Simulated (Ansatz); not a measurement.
Molecule: sum formula SiClF2, net charge -1, singlet state. SMILES of the parent species: F[Si](F)Cl
Geometry from a B3LYP-D3(BJ)/def2-TZVP (Ansatz, an electronic-structure program) optimisation:
```xyz
4

Si    -0.3994     0.2075     0.7003
F     -1.5851    -0.5737    -0.1730
F     -0.4185     1.6340    -0.1619
Cl     1.3897    -0.7323    -0.3994
```
Charge -1, spin multiplicity 1.

**Question.** Give the harmonic wavenumbers at B3LYP-D3(BJ)/def2-TZVP (Ansatz, finite differences of forces, unscaled).

**Answer.** 187, 211, 320, 377, 707, 727 cm⁻¹. Zero-point energy 3.6 kcal/mol.

**Question.** From these and the geometry, give the ideal-gas thermochemistry at 298.15 K and 1 atm (rigid rotor, harmonic oscillator).

**Answer.** Point group Cs, rotational symmetry number 1. Rotational constants 6.722, 3.111, 2.457 GHz. S(trans) 39.76, S(rot) 26.24, S(vib) 7.22, S(elec, spin only) 0.00, S 73.2 cal/(mol K). H(298) - H(0) 3.67 kcal/mol; G - E(el) -14.6 kcal/mol.
